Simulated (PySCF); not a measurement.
Input of a run (PBE0-D3(BJ)/def2-SVP geometry optimisation, gas phase (PySCF 2.14.0)), started from GFN2-xTB:
```
{"job": {"xc": "PBE0", "basis": "def2-SVP", "d3": "d3bj", "grid": 1, "kind": "geom"}, "charge": 0, "multiplicity": 1}
O      2.760753    -1.895996     0.027461
Si     2.430375    -0.506805    -0.718408
O      2.650660     0.756811     0.278114
Si     1.681950     1.998103     0.667700
O      0.253314     1.816468    -0.078810
Si    -0.287238     0.582520    -0.984203
N     -1.541997    -0.227816    -0.126576
Si    -1.616681    -1.961044    -0.283579
Si    -2.490182     0.737867     0.972631
O      0.893329    -0.497817    -1.240616
H      2.107344    -2.335944     0.567669
H      3.318629    -0.371344    -1.848251
H      2.276042     3.203736     0.113482
H      1.449816     1.913539     2.102733
H     -0.639070     1.146293    -2.278296
H     -1.467853    -2.303378    -1.695373
H     -0.576057    -2.622704     0.521431
H     -2.931290    -2.346230     0.230813
H     -1.755391     1.022408     2.210768
H     -2.850830     1.974885     0.282659
H     -3.674545    -0.066609     1.278180
```

Output (energies in Eh, forces in Eh/bohr):
```
step   0  E = -1808.39516017  max force = 0.028603
step   1  E = -1808.40957001  max force = 0.008547
step   2  E = -1808.41033256  max force = 0.002419
step   3  E = -1808.41061117  max force = 0.002160
step   4  E = -1808.41085890  max force = 0.003369
step   5  E = -1808.41083320  max force = 0.004476
step   6  E = -1808.41125068  max force = 0.002514
step   7  E = -1808.41138905  max force = 0.001149
step   8  E = -1808.41148705  max force = 0.000656
step   9  E = -1808.41151609  max force = 0.000549
step  10  E = -1808.41156511  max force = 0.000817
step  11  E = -1808.41159089  max force = 0.001041
step  12  E = -1808.41161338  max force = 0.001014
step  13  E = -1808.41165150  max force = 0.001036
step  14  E = -1808.41170945  max force = 0.001125
step  15  E = -1808.41174839  max force = 0.001171
step  16  E = -1808.41177995  max force = 0.000946
step  17  E = -1808.41180524  max force = 0.000465
step  18  E = -1808.41182621  max force = 0.000764
step  19  E = -1808.41184416  max force = 0.000716
step  20  E = -1808.41185840  max force = 0.000871
step  21  E = -1808.41187153  max force = 0.000654
step  22  E = -1808.41188943  max force = 0.000576
step  23  E = -1808.41189777  max force = 0.000357
optimisation converged
```

Task: Summarise the run.

Result: The energy falls by 0.455 eV over 24 energy and gradient evaluations, the largest force component goes from 0.0286 to 3.6e-04 Eh/bohr, and the atoms move by 0.571 Å rms after alignment. Among the bonds, Si4–O5 and Si2–O10 change most and about equally (+0.043 to +0.044 Å). Bonds longer at the end by more than 0.005 Å: 21 of 21; shorter: 0. Among the angles that change most is H13–Si4–H14, from 119.3° to 111.6°. Among the dihedrals that turn most is Si6–N7–Si9–H20, from 46° to 11°. The energy rose by more than 1e-6 Eh at step 5. The first step brought 86 % of the lowering.

Task: What are the final bond lengths?

Result: O1–Si2 1.640 Å, Si2–O3 1.659 Å, O3–Si4 1.662 Å, Si4–O5 1.665 Å, O5–Si6 1.661 Å, Si6–N7 1.731 Å, N7–Si8 1.755 Å, N7–Si9 1.758 Å, Si6–O10 1.661 Å, Si2–O10 1.667 Å, O1–H11 0.963 Å, Si2–H12 1.472 Å, Si4–H13 1.484 Å, Si4–H14 1.486 Å, Si6–H15 1.477 Å, Si8–H16 1.489 Å, Si8–H17 1.500 Å, Si8–H18 1.494 Å, Si9–H19 1.494 Å, Si9–H20 1.493 Å, Si9–H21 1.493 Å. Numbering counts from 1 in the input's order; the species is `O[Si@@H]1O[SiH2]O[Si@H](N([SiH3])[SiH3])O1`.

The run used 215 basis functions and 157 SCF cycles in all. The run took about 17 min of CPU time (one thread, shared machine).

No PBE0-D3(BJ)/def2-SVP frequencies stand behind this structure, so it isn't proved a minimum. One conformer, not necessarily the lowest.
